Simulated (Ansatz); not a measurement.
GeCl(OiPr)3 (C₉H₂₁ClGeO₃), relaxed as a singlet with RKS r2SCAN-D4/def2-SVP in Ansatz, starting from the GFN2-xTB geometry. Force threshold 0.03 eV/Å.

Start:

```xyz
35

Ge   -0.045   -1.138    0.010
Cl   -0.666   -3.125   -0.258
O    -1.221   -0.080   -0.763
C    -2.641   -0.168   -0.711
C    -3.173    0.723   -1.829
C    -3.164    0.265    0.652
H    -2.946   -1.207   -0.899
H    -2.860    1.751   -1.660
H    -4.258    0.679   -1.856
H    -2.779    0.394   -2.787
H    -2.742   -0.377    1.424
H    -2.868    1.293    0.851
H    -4.248    0.191    0.679
O     1.511   -0.784   -0.672
C     1.882   -0.641   -2.044
C     3.383   -0.896   -2.119
C     1.517    0.748   -2.550
H     1.355   -1.394   -2.645
H     3.910   -0.163   -1.513
H     3.722   -0.821   -3.149
H     3.611   -1.888   -1.739
H     0.449    0.909   -2.428
H     2.053    1.502   -1.977
H     1.778    0.843   -3.601
O     0.121   -0.954    1.730
C     0.966   -0.024    2.413
C     0.996   -0.461    3.873
C     0.442    1.398    2.256
H     1.976   -0.086    1.990
H    -0.006   -0.414    4.292
H     1.654    0.189    4.442
H     1.353   -1.484    3.945
H     0.405    1.654    1.199
H    -0.561    1.470    2.670
H     1.095    2.097    2.772
```

(1) Estimate the energy that the relaxation releases and the steps that it takes.

(2) Does the start keep its bonding and symmetry?

(3) Predict the relaxed structure.

Results:

(1) 0.18 eV, in 8 steps; 38 s on 2 threads of AMD EPYC 7R13 on a shared host and a share (18 GiB) of an NVIDIA H100 80GB HBM3. No frequencies were taken in this run, so the end may be a saddle point.

(2) By distances, no bond broke or formed. The bond that changes most is Ge1–Cl2, from 2.10 to 2.15 Å (atoms count from 1).

(3) 
```xyz
35

Ge   -0.002   -1.052   -0.006
Cl   -0.563   -3.055   -0.559
O    -1.154    0.053   -0.757
C    -2.577   -0.146   -0.676
C    -3.194    0.696   -1.778
C    -3.085    0.225    0.709
H    -2.798   -1.214   -0.872
H    -2.958    1.760   -1.615
H    -4.288    0.578   -1.793
H    -2.794    0.399   -2.758
H    -2.595   -0.385    1.485
H    -2.869    1.285    0.919
H    -4.173    0.068    0.781
O     1.593   -0.624   -0.589
C     1.889   -0.589   -2.000
C     3.342   -1.001   -2.152
C     1.600    0.800   -2.546
H     1.251   -1.329   -2.524
H     3.991   -0.297   -1.607
H     3.640   -1.003   -3.212
H     3.501   -2.008   -1.739
H     0.541    1.057   -2.396
H     2.220    1.545   -2.022
H     1.827    0.852   -3.623
O     0.047   -1.001    1.747
C     0.894   -0.035    2.408
C     0.933   -0.437    3.869
C     0.365    1.376    2.194
H     1.911   -0.108    1.978
H    -0.079   -0.389    4.303
H     1.593    0.234    4.440
H     1.303   -1.468    3.973
H     0.326    1.628    1.122
H    -0.652    1.470    2.607
H     1.015    2.113    2.692
```
Bond lengths: 6 × C–C 1.52 Å; 3 × Ge–O 1.75 to 1.76 Å; 3 × C–O 1.44 to 1.45 Å; 1 × Cl–Ge 2.15 Å; 21 × C–H 1.10 to 1.11 Å.
